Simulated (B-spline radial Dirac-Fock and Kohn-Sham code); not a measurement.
## K-line shifts caused by a second vacancy in Ru⁴⁺

System: the Ru⁴⁺ ion, configuration [Kr] 4d2 5s2 (an excited configuration).

Input file task.json (cfg lists n, l and occupation; rrms is the nuclear radius in fm):

```json
{"items": [{
  "Z": 44,
  "q": 4,
  "cfg": [[1, 0, 2], [2, 0, 2], [2, 1, 6], [3, 0, 2], [3, 1, 6], [3, 2, 10], [4, 0, 2], [4, 1, 6], [4, 2, 2], [5, 0, 2]],
  "A": 102,
  "rrms": 4.4809,
  "do": ["binding", "quiet", "double"]
}]}
```

Launch: `python xray_run.py task.json out`

The computed values come from a radial finite-basis atomic code: ΔSCF Dirac-Fock with Breit, self-energy and vacuum polarisation, finite nucleus, configuration average. Each two-hole energy is an average over J within one jj subconfiguration, not an observable level; in light atoms, where LS coupling holds, the j-resolved values are not observed lines, and for a K spectator the Kα1 hypersatellite is nearly forbidden. No correlation.

Lines without a spectator: Kα2 (K-L2) 19147.5 eV, Kα1 (K-L3) 19276.5 eV, Kβ3 (K-M2) 21631.1 eV, Kβ1 (K-M3) 21653.6 eV. Shifts in eV with one spectator hole (a dash: not computed, or left out as unreliable):

| spectator hole | Kα2 | Kα1 | Kβ3 | Kβ1 |
| --- | --- | --- | --- | --- |
| K (1s) | +493.5 | +505.5 | +627.4 | +629.9 |
| L2 (2p1/2) | +52.4 | +65.5 | – | +141.5 |
| L3 (2p3/2) | +53.5 | +53.0 | +128.7 | – |
| M2 (3p1/2) | – | +6.72 | +16.14 | +19.74 |
| M3 (3p3/2) | +5.23 | – | +17.30 | +16.73 |
| M4 (3d3/2) | +0.50 | -1.69 | – | – |
| M5 (3d5/2) | -2.02 | -0.48 | – | – |

With n spectator holes in 2p, averaged over the 2p shell (energies in eV):

```csv
n,KαLⁿ,step,hypersatellite KαʰLⁿ
0,19233.5,–,19735.0
1,19289.9,+56.4,19792.8
2,19347.6,+57.7,19851.9
3,19406.5,+58.9,19912.2
4,19466.6,+60.2,19973.7
5,19528.1,+61.4,20036.5
```
